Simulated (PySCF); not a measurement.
V(O)(OH)3 (H3O4V), SMILES [O]=[V]([OH])([OH])[OH], multiplicity 1. Atoms are numbered in the order given.

```xyz
8

V      0.0000     0.0000    -0.0211
O      0.0000     0.0000    -1.5620
O      1.4350     0.8285     0.5485
H      2.0832     1.2027    -0.0606
O      0.0000    -1.6570     0.5485
H      0.0000    -2.4055    -0.0606
O     -1.4350     0.8285     0.5485
H     -2.0832     1.2027    -0.0606
```
Charge 0, spin multiplicity 1.

Geometry optimised at ωB97X-D3(BJ)/def2-SVP. The spin state was assumed, not searched. Other conformers were not sampled.

Method: PBE0/def2-TZVP in PySCF.

ESP charges are fitted to the potential on shells at 1.4 to 2.0 van der Waals radii. Atomic charges (e):

| atom | Löwdin | ESP fit |
|---|---|---|
| V1 | 0.34 | 1.13 |
| O2 | -0.17 | -0.46 |
| O3 | -0.24 | -0.62 |
| H4 | 0.18 | 0.40 |
| O5 | -0.24 | -0.61 |
| H6 | 0.18 | 0.39 |
| O7 | -0.24 | -0.62 |
| H8 | 0.18 | 0.40 |
